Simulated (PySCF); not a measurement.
Q: Give a GFN2-xTB geometry of `[H]/N=C1/C[C@@H](F)[C@H](C#C)C1`.

A: 
```xyz
17
C7H8FN angstrom
C      2.3334   -1.3681    1.0606
C      1.7134   -0.6819    0.3016
C      0.9404    0.1561   -0.5945
C      0.1898    1.2502    0.1791
C     -1.1308    0.6219    0.5644
N     -1.9852    1.0143    1.3925
C     -1.3275   -0.6384   -0.2366
C     -0.1864   -0.6646   -1.2467
F     -0.5791   -0.0425   -2.4173
H      2.8910   -1.9659    1.7178
H      1.6019    0.5701   -1.3617
H      0.7432    1.6054    1.0493
H     -0.0120    2.1032   -0.4744
H     -1.7547    1.8727    1.8874
H     -1.2717   -1.5021    0.4262
H     -2.3015   -0.6453   -0.7240
H      0.1287   -1.6730   -1.5337
```

Orientation and origin are arbitrary. Atoms count from 1 in this order. The 7 C–C bonds span 1.196 Å (C1≡C2, drawn triple) to 1.539 Å (C3–C8, drawn single), a spread of 0.343 Å. The 5-membered ring C3–C4–C5–C7–C8 has internal angles of 103.6° to 109.0° (sum 528°, against 540° for a flat polygon); it is puckered, 0.15 Å rms from its mean plane, widest ring torsion 35°.

Bonds between heavy atoms (Å): C1≡C2 1.196, C2–C3 1.450, C3–C4 1.536, C4–C5 1.512, C5=N6 1.253, C5–C7 1.506, C7–C8 1.524, C8–F9 1.383, C3–C8 1.539.

Structure optimised with GFN2-xTB, isolated species.

Point group: C1 (no symmetry element, even within 0.4 Å). GFN2-xTB frequencies: not computed here. The numbers are those of one conformer (C2–C3–C4–C5 -88°, C3–C4–C5–N6 166°, C4–C5–C7–C8 -7°, C5–C7–C8–F9 -91°).
